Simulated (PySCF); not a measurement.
PySCF input file for C₄H₉NSi, SMILES C#C[Si@H](C)NC, SMD-ωB97X/def2-SVP. Geometry optimised at B3LYP-D3(BJ)/def2-SVP. The structure was generated by enumeration; whether it is a known compound was not checked. The values are those of a single conformer.

```python
import numpy as np
from pyscf import gto, scf, dft
from pyscf.solvent import smd

mol = gto.M(
    atom='''
    C    -0.98611224    1.43866800    2.09800899
    C    -0.73815588    0.88364186    1.04266781
    Si   -0.37102405    0.05057160   -0.56391695
    C    -1.60808275   -1.31614820   -0.90723311
    N     1.20848650   -0.64933716   -0.45005349
    C     2.40800455    0.04841928   -0.02587419
    H    -1.20602702    1.92558290    3.03053360
    H    -0.50931638    1.11431586   -1.60986065
    H    -1.57770286   -2.07771730   -0.11271500
    H    -1.39568597   -1.80701985   -1.87142611
    H    -2.62894185   -0.90587207   -0.95703605
    H     1.38776310   -1.47553237   -1.01261919
    H     2.95415181    0.54871345   -0.85075441
    H     2.14274131    0.82454536    0.70951252
    H     3.11402694   -0.63714392    0.47415987
    ''',
    basis='def2-SVP',
    charge=0,
    spin=0,
    max_memory=1600,
    verbose=3,
)
mf = dft.RKS(mol, xc='wb97x').density_fit(auxbasis='def2-universal-jkfit')
mf.grids.level = 3
mf.conv_tol = 1e-9
mf.max_cycle = 100
mf.kernel()
res = {}
for name in ['water', 'tetrahydrofuran', 'N,N-dimethylformamide']:
    s = mf.SMD()
    s.with_solvent.solvent, s.with_solvent.sasa_ng = name, 194
    s.kernel(mf.make_rdm1())
    res[name] = (s.e_tot, s.with_solvent.get_cds(), s.dip_moment(), s.mo_energy, s.converged)
    print(f'SMD {name}: dG(solv) = {(s.e_tot - mf.e_tot) * 627.509474:.3f} kcal/mol, of which CDS {res[name][1] * 627.509474:.3f}')
```

Program output:

```
converged SCF energy = -501.743014557613
converged SCF energy = -501.742137139074
Dipole moment(X, Y, Z, Debye):  0.68254, -1.02753, -0.23305
SMD water: dG(solv) = 0.551 kcal/mol, of which CDS 6.482
converged SCF energy = -501.747518197347
Dipole moment(X, Y, Z, Debye):  0.65559, -0.97705, -0.20436
SMD tetrahydrofuran: dG(solv) = -2.826 kcal/mol, of which CDS 1.915
converged SCF energy = -501.747383606988
Dipole moment(X, Y, Z, Debye):  0.67912, -1.02119, -0.22892
SMD N,N-dimethylformamide: dG(solv) = -2.742 kcal/mol, of which CDS 3.039
```

The calculation finished and met its thresholds.
